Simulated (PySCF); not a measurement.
Compound: C6H7O (doublet state).
Geometry (GFN2-xTB, Å), atoms numbered from 1 in this order:
```
atom  x, y, z in Å
O1     3.526   -1.121   -1.382
C2     2.998   -0.180   -0.795
C3     1.804   -0.221   -0.098
C4     0.634   -0.219    0.441
C5    -0.634    0.141   -0.240
C6    -1.898   -0.571    0.159
C7    -1.701    0.860    0.540
H8     3.481    0.820   -0.785
H9     0.518   -0.491    1.488
H10   -0.511    0.400   -1.283
H11   -1.836   -1.320    0.934
H12   -2.606   -0.810   -0.619
H13   -2.272    1.619    0.029
H14   -1.504    1.091    1.576
```

The hyperfine couplings belong to this conformer and change with its torsions.

Identity: `O=C/[C]=C\C1CC1` [radical].

Theory: UKS B3LYP, pcH-1 on C H O, non-relativistic, mean-field spin-orbit, GIAO (PySCF). Isolated species at its GFN2-xTB geometry (one conformer only). Couplings are sensitive to structure, and on GFN2-xTB geometries they can be far from those on DFT ones. No stability test was run, so a lower SCF solution isn't excluded.

Principal values of hyperfine tensors in MHz (contact and dipolar terms together), for some of the nuclei:

```json
{"atom": "H9", "isotope": "1H", "A1": "123.61", "A2": "125.03", "A3": "135.04"}
{"atom": "C5", "isotope": "13C", "A1": "67.44", "A2": "67.75", "A3": "82.06"}
{"atom": "C3", "isotope": "13C", "A1": "-2.06", "A2": "12.87", "A3": "170.73"}
{"atom": "C4", "isotope": "13C", "A1": "-54.17", "A2": "-38.62", "A3": "-33.70"}
{"atom": "C2", "isotope": "13C", "A1": "-54.67", "A2": "-38.69", "A3": "-30.50"}
{"atom": "O1", "isotope": "17O", "A1": "-145.88", "A2": "33.22", "A3": "34.00"}
{"atom": "H10", "isotope": "1H", "A1": "-8.50", "A2": "-5.20", "A3": "2.01"}
{"atom": "C7", "isotope": "13C", "A1": "-3.60", "A2": "-3.34", "A3": "-2.95"}
```

Q: Split each tensor into its isotropic and traceless parts, and turn a_iso into mT with g = 2.0055.

A: a_iso is a third of the trace, T = A − a_iso, and a(mT) = a(MHz)/(g × 13.996).

```tsv
atom	a_iso (MHz)	a_iso (mT)	T1	T2	T3
H9	127.89	4.556	-4.28	-2.87	7.15
C5	72.42	2.580	-4.98	-4.66	9.64
C3	60.51	2.156	-62.57	-47.64	110.21
C4	-42.16	-1.502	-12.01	3.55	8.46
C2	-41.29	-1.471	-13.38	2.60	10.78
O1	-26.22	-0.934	-119.66	59.44	60.22
H10	-3.90	-0.139	-4.61	-1.30	5.91
C7	-3.30	-0.117	-0.30	-0.04	0.35
```

Q: What spin density at the nucleus of O1 lies behind its contact coupling (g_N = -0.75752)?

A: a_FC = 800.24 MHz bohr³ × g_N × ρ(0)/(2S). With a_FC = -26.22 MHz and 2S = 1, ρ(0) = 0.04326 bohr⁻³. The nuclear moment is negative, so coupling and spin density have opposite signs.

Q: C6 (13C, g_N = 1.40482) isn't in the table. Its spin density at the nucleus is -0.002541 bohr⁻³. What is its contact coupling?

A: By the same relation, a_FC = -2.86 MHz. Its full tensor has the principal values -3.33, -3.11, -2.13 MHz.

Q: Which nucleus of the table has the largest anisotropic coupling, and what is its form?

A: O1: -119.7, 59.4, 60.2 MHz, axial, in the ratio +1:+1:−2, the form that spin in one p orbital centred on that nucleus gives (the nuclear moment is negative).

Q: In a single crystal, with the field along each principal axis of the tensor of C5 in turn, what first-order splitting does this nucleus give (isotropic g, quadrupole terms neglected)?

A: 2 lines (I = 1/2), spaced by |A_i|/(g × 13.996): 2.40, 2.41, 2.92 mT along the axes of A1, A2 and A3.

On an Arm Neoverse V2 with one thread, no GPU, shared host with 96 logical CPUs at a one-minute load of 34, this took 39 s (grids of density and orbitals included) and 0.88 GiB of memory at its peak.
